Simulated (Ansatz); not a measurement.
`C[Se][SiH](F)Cl` + `C[S][MgH]` → `C[Se][SiH2]Cl` + `C[S][Mg][F]` at 600 K and 1 bar (redistribution).

Program: Ansatz. Geometries: PBE0-D4/def2-TZVP. ΔE: electronic, gas phase. CCSD(T)/CBS is the MP2 limit (def2-TZVPP, def2-QZVPP) plus CCSD(T) − MP2 in def2-TZVPP, frozen cores. For Mg, Se outer-core shells are correlated without core-valence functions, which leaves a few kJ/mol of doubt a bond. Scalar relativity is left out up to krypton. Each species was taken in one conformer, which may not be the lowest.

```json
{"species": "`C[Se][SiH](F)Cl`", "CCSD(T)/CBS energy (Eh)": "-3289.96087", "H − E (kJ/mol)": "198.2", "S (J/(mol·K))": "468.8"}
{"species": "`C[S][MgH]`", "CCSD(T)/CBS energy (Eh)": "-638.14397", "H − E (kJ/mol)": "159.7", "S (J/(mol·K))": "377.0"}
{"species": "`C[Se][SiH2]Cl`", "CCSD(T)/CBS energy (Eh)": "-3190.69652", "H − E (kJ/mol)": "206.8", "S (J/(mol·K))": "441.7"}
{"species": "`C[S][Mg][F]`", "CCSD(T)/CBS energy (Eh)": "-737.42523", "H − E (kJ/mol)": "155.5", "S (J/(mol·K))": "404.0"}
```

H − E and S are ideal-gas, rigid-rotor, harmonic terms from PBE0-D4/def2-TZVP, for one conformer and one mirror image of each species. 1 Eh = 2625.50 kJ/mol, R = 8.31446 J/(mol·K).

Q: By hand: ΔE, ΔH, ΔS and ΔG.

A: ΔE = (-3190.69652) + (-737.42523) − (-3289.96087) − (-638.14397) = -0.01691 Eh = -44.4 kJ/mol. Δ(H − E) = 206.8 + 155.5 − 198.2 − 159.7 = 4.4, so ΔH = -40.0 kJ/mol. ΔS = 441.7 + 404.0 − 468.8 − 377.0 = -0.1 J/(mol·K). ΔG = -40.0 − 600 × (-0.1)/1000 = -39.9 kJ/mol.

Q: By hand: the equilibrium constant, and the temperature at which ΔG would vanish if ΔH and ΔS stayed fixed.

A: log₁₀ K = −ΔG/(RT ln 10) = 3.5. ΔG = 0 at ΔH/ΔS = 400000 K, far beyond where these terms or the molecules hold.

The number of gas molecules stays the same, so ΔS is small and ΔH decides. A doubt of 5 kJ/mol in ΔE shifts log₁₀ K by 0.4 here. Other conformers and mirror images would add mixing entropy, several J/(mol·K) or more a flexible species. Modes under 60 cm⁻¹, often nearly free rotors, make the harmonic entropy too high. These are equilibria of isolated gas molecules and say nothing of rates. Largest T1 diagnostic: 0.011 (customary marks: 0.02 for closed shells, 0.045 for open ones).
